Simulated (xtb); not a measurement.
VOF3, SMILES [O]=[V]([F])([F])[F], multiplicity 1. All values are semi-empirical tight-binding results from xtb (GFN2-xTB unless named), good for trends rather than for accurate numbers. Coordinates come from a GFN2-xTB optimisation. The spin state was assumed, not searched. The isomer is the one that the SMILES or the coordinates give; other isomers of the formula were not compared.

Optimised geometry:

```xyz
5

V      0.0000     0.0000    -0.0164
O      0.0000     0.0000    -1.5329
F      1.3389    -0.7730     0.4681
F     -1.3389    -0.7730     0.4681
F      0.0000     1.5460     0.4681
```
Charge 0, spin multiplicity 1.

For metal compounds this method's bond lengths and energies can be far off.

| Quantity | Result |
|---|---|
| point group as xtb finds it | C3v |
| orbital gap | 4.22 eV |
| zero-point energy | 5.9 kcal/mol |
| G − E(el) at 298.15 K (modified RRHO) | -12.0 kcal/mol |

Problem. Give the atomic charges and the Wiberg bond orders between heavy atoms. (Estimate from the structure and the level; the computed values follow.)

Solution. charges (e) V1 0.68, O2 -0.21, F3 -0.16, F4 -0.16, F5 -0.16. Bond orders V1–O2 2.41, V1–F3 1.29, V1–F4 1.29, V1–F5 1.29.
